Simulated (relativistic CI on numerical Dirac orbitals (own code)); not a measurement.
Exchange splitting of the 4s photoelectron line of Rh3+

Problem. Rh3+ ([Kr] 4d6) has the spin S = 2. The exchange integral with a hole in 4s, calculated from Dirac-KLI orbitals and scaled by 0.8, is G^2(4s,4d) = 7.847 eV, with l = 2 the orbital momentum of the open shell. Find the splitting and the intensity ratio of the 4s line.

Working.
1. The electron left in 4s couples its spin to S, giving S + ½ = 5/2 and S − ½ = 3/2.
2. Van Vleck's theorem gives ΔE = (2S + 1) G^l/(2l + 1) = 5 × 7.847/5 = 7.85 eV, with the high-spin state at lower binding energy.
3. The intensities follow the multiplicities, (2S + 2) : 2S = (S + 1) : S = 1.50.

Check. The full multiplet calculation with spin-orbit coupling puts the centres of the two groups of its strongest lines 7.78 eV apart. Measured splittings are much smaller, often about half, when hole and open shell share n, because correlation inside the n = 4 shell lowers the low-spin state; the low-spin line also loses weight to satellites, so measured ratios exceed (S + 1)/S. The splitting still grows with S and serves to read the spin state.
